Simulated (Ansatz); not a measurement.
Reaction (hydrogenolysis of the Si–O bond): `C[Si](N)(O)O[SiH3]` + H₂ → `C[SiH](N)O` + silanol

Gas-phase electronic energies from Ansatz, PBE0-D4/def2-TZVP geometries. CCSD(T)/CBS adds triple-zeta CCSD(T) − MP2 to the extrapolated MP2 energy (def2 sets, frozen cores). This one scheme is used for every species. Each species was taken in one conformer, which may not be the lowest.

```tsv
species	HF/def2-QZVPP energy (Eh)
`C[Si](N)(O)O[SiH3]`	-825.52939
H₂	-1.13348
`C[SiH](N)O`	-460.39477
`O[SiH3]`	-366.22391
```

Task: Work out ΔE.

Result: ΔE = (-460.39477) + (-366.22391) − (-825.52939) − (-1.13348) = 0.04419 Eh = +27.7 kcal/mol. CCSD(T)/CBS gives +29.4 kcal/mol.

Largest T1 diagnostic among the species: 0.011.

From PBE to PBE0 (25 % exact exchange), in def2-TZVPP and without D4, ΔE moves by +1.0 kcal/mol. The D4 term adds +3.8 kcal/mol with B3LYP and +2.2 kcal/mol with PBE0; it sums over pairs of atoms, weighted by their polarisabilities, and B3LYP, whose exchange is more repulsive, gets the larger term.

B3LYP here is the variant with VWN-RPA as its local correlation; programs differ in this.
